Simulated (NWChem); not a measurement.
System: CH5FOSi; SMILES CO[SiH2]F

Input file for NWChem:

```
start job
memory heap 200 mb stack 900 mb global 1100 mb
geometry units angstroms noautoz
  Si    -0.525586     0.656405    -0.047376
  F      0.824307     1.554795     0.020545
  O     -0.239527    -0.862635     0.510652
  C      0.525403    -1.852339    -0.125659
  H     -0.929814     0.621775    -1.480368
  H     -1.534104     1.259019     0.852077
  H      1.605512    -1.677757     0.015719
  H      0.274971    -2.829663     0.313025
  H      0.322216    -1.901929    -1.211255
end
basis spherical
  * library def2-tzvp
end
dft
  xc xpbe96 cpbe96
  iterations 150
  mulliken
end
task dft energy
```

Excerpt of the output:

```
             Northwest Computational Chemistry Package (NWChem) 7.3.0
             --------------------------------------------------------

 C1  symmetry detected

                             Geometry "geometry" -> ""
                             -------------------------

 Output coordinates in angstroms (scale by  1.889725989 to convert to a.u.)

  No.       Tag          Charge          X              Y              Z
 ---- ---------------- ---------- -------------- -------------- --------------
    1 Si                  14.0000    -0.53828407     0.64631346    -0.11273557
    2 F                    9.0000     0.80181257     1.53467351     0.10836708
    3 O                    8.0000    -0.31106017    -0.88945138     0.42624788
    4 C                    6.0000     0.50774979    -1.86522233    -0.16277241
    5 H                    1.0000    -0.80489731     0.65436105    -1.57797214
    6 H                    1.0000    -1.62571632     1.22914382     0.70400658
    7 H                    1.0000     1.57010984    -1.70089126     0.08519631
    8 H                    1.0000     0.21387014    -2.85305605     0.22211891
    9 H                    1.0000     0.40828002    -1.88306267    -1.26370396

 Effective nuclear repulsion energy (a.u.)     180.4716273701

  pbe96 is a nonlocal functional; adding pw91lda local functional.

                                 NWChem DFT Module
                                 -----------------

 Summary of "ao basis" -> "ao basis" (spherical)
 ------------------------------------------------------------------------------
       Tag                 Description            Shells   Functions and Types
 ---------------- ------------------------------  ------  ---------------------
 Si                        def2-tzvp                13       37   5s5p2d1f
 F                         def2-tzvp                11       31   5s3p2d1f
 O                         def2-tzvp                11       31   5s3p2d1f
 C                         def2-tzvp                11       31   5s3p2d1f
 H                         def2-tzvp                 4        6   3s1p

            General Information
            -------------------
          SCF calculation type: DFT
          Wavefunction type:  closed shell.
          No. of atoms     :     9
          No. of electrons :    42
           Alpha electrons :    21
            Beta electrons :    21
          Charge           :     0
          Spin multiplicity:     1
          Use of symmetry is: off; symmetry adaption is: off
          Maximum number of iterations: 150
          AO basis - number of functions:   160
                     number of shells:    66
          Convergence on energy requested:  1.00D-06
          Convergence on density requested:  1.00D-05
          Convergence on gradient requested:  5.00D-04

              XC Information
              --------------
          PerdewBurkeErnzerhof Exchange Functional  1.000
            Perdew 1991 LDA Correlation Functional  1.000 local
           PerdewBurkeErnz. Correlation Functional  1.000 non-local

             Grid Information
             ----------------
          Grid used for XC integration:  medium
          Radial quadrature: Mura-Knowles
          Angular quadrature: Lebedev.
          Tag              B.-S. Rad. Rad. Pts. Rad. Cut. Ang. Pts.
          ---              ---------- --------- --------- ---------
          Si                  1.10       88          11.0       590
          F                   0.50       49          12.0       434
          O                   0.60       49           8.0       434
          C                   0.70       49          11.0       434
          H                   0.35       45          12.0       434
          Grid pruning is: on
          Number of quadrature shells:   460
          Spatial weights used:  Erf1

      Superposition of Atomic Density Guess
      -------------------------------------

 Sum of atomic energies:        -503.20817032

      Non-variational initial energy
      ------------------------------

 Total energy =    -504.606919
 1-e energy   =   -1054.363002
 2-e energy   =     369.284456
 HOMO         =      -0.390951
 LUMO         =       0.054396

     ---------------------------------------------
      Total Density - Mulliken Population Analysis
     ---------------------------------------------

    Atom       Charge   Shell Charges
 -----------   ------   -------------------------------------------------------
    1 Si  14    12.99   2.00  0.59  1.39  0.80  0.38  4.10  1.73  0.47  0.89  0.23  0.18  0.15  0.07
    2 F    9     9.53   0.77  1.20  0.61  1.02  0.31  2.37  2.36  0.88  0.00  0.01  0.00
    3 O    8     8.63   0.79  1.18  0.58  0.95  0.22  2.00  2.19  0.70  0.00  0.02  0.00
    4 C    6     6.16   0.86  1.12  0.54  0.65  0.13  1.12  1.27  0.37  0.02  0.07  0.01
    5 H    1     1.06   0.23  0.54  0.29  0.01
    6 H    1     1.05   0.23  0.54  0.28  0.01
    7 H    1     0.86   0.25  0.45  0.14  0.02
    8 H    1     0.86   0.25  0.46  0.13  0.02
    9 H    1     0.86   0.25  0.45  0.15  0.02

   convergence    iter        energy       DeltaE   RMS-Dens  Diis-err
 ---------------- ----- ----------------- --------- --------- ---------
 d= 0,ls=0.0,diis     1   -505.3795456400 -6.86D+02  7.36D-03  1.37D+00
 d= 0,ls=0.0,diis     2   -505.1847928365  1.95D-01  5.05D-03  3.46D+00
 d= 0,ls=0.0,diis     3   -505.4718205858 -2.87D-01  1.06D-03  1.48D-01
 d= 0,ls=0.0,diis     4   -505.4813319368 -9.51D-03  4.62D-04  1.16D-02
 d= 0,ls=0.0,diis     5   -505.4825516891 -1.22D-03  1.39D-04  1.56D-03
  Resetting Diis
 d= 0,ls=0.0,diis     6   -505.4827176690 -1.66D-04  4.40D-05  2.24D-04
 d= 0,ls=0.0,diis     7   -505.4827345838 -1.69D-05  3.35D-05  2.70D-05
 d= 0,ls=0.0,diis     8   -505.4827271627  7.42D-06  2.29D-05  1.19D-04
 d= 0,ls=0.0,diis     9   -505.4827368458 -9.68D-06  3.30D-06  9.15D-07
 d= 0,ls=0.0,diis    10   -505.4827369448 -9.90D-08  7.10D-07  5.27D-08

         Total DFT energy =     -505.482736944795
      One electron energy =    -1057.751723497066
           Coulomb energy =      418.748236446299
    Exchange-Corr. energy =      -46.950877264160
 Nuclear repulsion energy =      180.471627370133

 Numeric. integr. density =       42.000008121345

                       DFT Final Molecular Orbital Analysis
                       ------------------------------------

 Vector   19  Occ=2.000000D+00  E=-3.063995D-01
              MO Center= -5.1D-01,  4.2D-01, -4.3D-02, r^2= 3.7D+00
   Bfn.  Coefficient  Atom+Function         Bfn.  Coefficient  Atom+Function
  ----- ------------  ---------------      ----- ------------  ---------------
   138      0.204457  6 H  s                 45     -0.193261  2 F  pz
    17      0.181591  1 Si pz               139      0.159732  6 H  s
    48     -0.154244  2 F  pz               132     -0.151799  5 H  s
   137      0.130716  6 H  s                133     -0.117539  5 H  s
    76      0.112134  3 O  pz                51     -0.110916  2 F  pz

 Vector   20  Occ=2.000000D+00  E=-2.762188D-01
              MO Center= -2.1D-01, -8.0D-01,  5.8D-02, r^2= 2.9D+00
   Bfn.  Coefficient  Atom+Function         Bfn.  Coefficient  Atom+Function
  ----- ------------  ---------------      ----- ------------  ---------------
    76     -0.223306  3 O  pz                74      0.208295  3 O  px
    79     -0.183158  3 O  pz                75      0.173549  3 O  py
    77      0.171325  3 O  px               150      0.146232  8 H  s
    78      0.142767  3 O  py               133     -0.130170  5 H  s
   132     -0.129483  5 H  s                 82     -0.128314  3 O  pz

 Vector   21  Occ=2.000000D+00  E=-2.631038D-01
              MO Center= -2.0D-02, -9.2D-01,  8.5D-02, r^2= 2.1D+00
   Bfn.  Coefficient  Atom+Function         Bfn.  Coefficient  Atom+Function
  ----- ------------  ---------------      ----- ------------  ---------------
    76      0.275657  3 O  pz                74      0.267647  3 O  px
    79      0.230330  3 O  pz                77      0.224117  3 O  px
    82      0.163970  3 O  pz                80      0.154817  3 O  px
   144     -0.147576  7 H  s                157      0.127140  9 H  s
   156      0.124219  9 H  s                145     -0.122278  7 H  s

 Vector   22  Occ=0.000000D+00  E=-7.054015D-03
              MO Center= -7.9D-01,  7.0D-01, -2.7D-01, r^2= 4.2D+00
   Bfn.  Coefficient  Atom+Function         Bfn.  Coefficient  Atom+Function
  ----- ------------  ---------------      ----- ------------  ---------------
    19      0.828826  1 Si py                18      0.495026  1 Si px
    73      0.366992  3 O  s                104      0.368105  4 C  s
    42     -0.275206  2 F  s                157     -0.267115  9 H  s
    16      0.254266  1 Si py                80     -0.198901  3 O  px
     5     -0.192552  1 Si s                113     -0.172991  4 C  pz

 Vector   23  Occ=0.000000D+00  E=-3.879898D-03
              MO Center= -1.9D-01,  1.8D-01, -1.8D-01, r^2= 5.1D+00
   Bfn.  Coefficient  Atom+Function         Bfn.  Coefficient  Atom+Function
  ----- ------------  ---------------      ----- ------------  ---------------
   104      1.512930  4 C  s                 18     -0.752632  1 Si px
   157     -0.682343  9 H  s                145     -0.582241  7 H  s
    19      0.568560  1 Si py                73      0.491766  3 O  s
   151     -0.491834  8 H  s                139     -0.399134  6 H  s
    20     -0.326878  1 Si pz               133     -0.306426  5 H  s

[...]
```

Level: PBE/def2-TZVP. Geometry: optimised at PBE0/def2-SVP.
